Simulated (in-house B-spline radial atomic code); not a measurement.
**How G0W0 and RPA depend on the start: the tin ion Sn³⁺**

Configuration [Kr] 4d10 5s1, highest spin. Computed with an all-electron radial atomic-structure program (B-spline basis): all electrons, non-relativistic, point nucleus, each spin shell either full or empty, empty states to l = 9 with an (l + 1/2)⁻⁴ tail; G0W0 by contour deformation at full frequency.

Without relativity these are model numbers: it shifts the levels of so heavy an element strongly and can reorder them.

```csv
start,mean-field 5s up (eV),G0W0 (eV),QP weight,RPA correlation (Eh)
Hartree-Fock,-37.98,-39.58,0.977,-3.3647
LDA VWN5,-35.53,-40.10,0.958,-3.6584
PBE,-35.10,?,?,?
PBE0,-35.99,-39.89,0.964,-3.5722
r2SCAN,-35.26,-39.96,0.962,-3.5999
HSE06,-35.67,-39.93,0.962,-3.5789
B3LYP (VWN-RPA),-36.06,-39.97,0.963,-3.5899
SCAN,-35.48,-39.99,0.961,-3.5984
TPSS,-34.86,-40.00,0.958,-3.6371
BHandHLYP,-36.95,-39.82,0.970,-3.4998
CAM-B3LYP,-37.59,-39.90,0.970,-3.5568
LC-wPBE,-38.67,-39.82,0.973,-3.5568
wB97X,-38.07,?,?,?
PBEsol,-35.16,-40.04,0.958,-3.6545
BLYP,-35.19,-40.08,0.958,-3.6544
r2SCAN0,-36.18,-39.86,0.967,-3.5377
LDA exchange-only,-34.51,-40.14,0.958,-3.6576
```

**Question.** What G0W0 level, weight and RPA correlation energy follow from the wB97X start?

**Answer.** G0W0 level -39.79 eV, weight 0.973, RPA correlation -3.5411 hartree.

**Question.** What G0W0 level, weight and RPA correlation energy follow from the PBE start?

**Answer.** G0W0 level -40.02 eV, weight 0.958, RPA correlation -3.6522 hartree.

**Question.** How much of the dependence on the start does G0W0 remove?

**Answer.** The mean-field levels span 4.17 eV and the G0W0 levels 0.564 eV. Against 40.74 ± 0.04 eV (NIST, measured) the G0W0 removal energies are off by -1.16 to -0.60 eV, with relativity, Breit and QED terms left out.
